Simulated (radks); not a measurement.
Question: Ir30+, 47 electrons, occupied as [Kr] 4d10 4f1. All-electron calculation, Dirac Kohn-Sham, Slater X-alpha with alpha = 0.829, spin-unpolarised, spherical densities, finite nucleus; open shells fill j = l - 1/2 first; Fermi nuclear charge, rms radius 5.4032 fm. Program: a radial shooting solver on a logarithmic mesh with Libxc functionals. Some entries of the table are withheld. Estimate them.

orbital  occ.  eigenvalue (hartree)  <r> (bohr)  <1/r> (bohr^-1)
1s1/2       2             -2837.056     0.01744            92.15
2s1/2       2                   (1)     0.07292            22.57
2p1/2       2             -510.1874     0.06009            22.56
2p3/2       4             -450.1372     0.06840            18.61
3s1/2       2             -155.1628      0.1890            8.330
3p1/2       2             -146.1284      0.1790            8.249
3p3/2       4             -132.8377      0.1939            7.228
3d3/2       4                   (2)      0.1691            7.115
3d5/2       6                   (3)      0.1737            6.879
4s1/2       2             -61.35308      0.3987            3.761
4p1/2       2             -57.46264      0.3973              (4)
4p3/2       4             -53.72014      0.4228              (5)
4d3/2       4                   (6)      0.4168            3.196
4d5/2       6                   (7)      0.4242            3.119
4f5/2       1             -38.67756      0.4002            2.906
4f7/2       0             -38.47445      0.4033            2.879

Answer: 
(1) 2s1/2 eigenvalue (hartree): -530.2550
(2) 3d3/2 eigenvalue (hartree): -117.6519
(3) 3d5/2 eigenvalue (hartree): -114.7749
(4) 4p1/2 <1/r> (bohr^-1): 3.678
(5) 4p3/2 <1/r> (bohr^-1): 3.336
(6) 4d3/2 eigenvalue (hartree): -47.31758
(7) 4d5/2 eigenvalue (hartree): -46.54835
